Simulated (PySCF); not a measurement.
C₄H₄, SMILES C12C3C1C23. Atoms are numbered in the order given.

```xyz
8

C     -0.5206     0.5206    -0.5206
C      0.5206     0.5206     0.5206
C      0.5206    -0.5206    -0.5206
C     -0.5206    -0.5206     0.5206
H     -1.1442     1.1442    -1.1442
H      1.1442     1.1442     1.1442
H      1.1442    -1.1442    -1.1442
H     -1.1442    -1.1442     1.1442
```
Charge 0, spin multiplicity 1.

Geometry: PBE0-D3(BJ)/def2-SVP.

All values below come from PBE0/pcSseg-1 (PySCF).

GIAO shieldings, no solvent; atoms alike by connectivity are averaged. δ = σ(ref) − σ: ¹³C against TMS (σ = 186.3 ppm); ¹H against TMS (σ = 31.56 ppm), references at their B3LYP-D3(BJ)/def2-TZVP geometries, non-relativistic.

```json
[
 {"nucleus": "¹³C", "atoms": "C1, C2, C3, C4", "count": "4", "δ (ppm)": "-25.7"},
 {"nucleus": "¹H", "atoms": "H5, H6, H7, H8", "count": "4", "δ (ppm)": "3.32"}
]
```
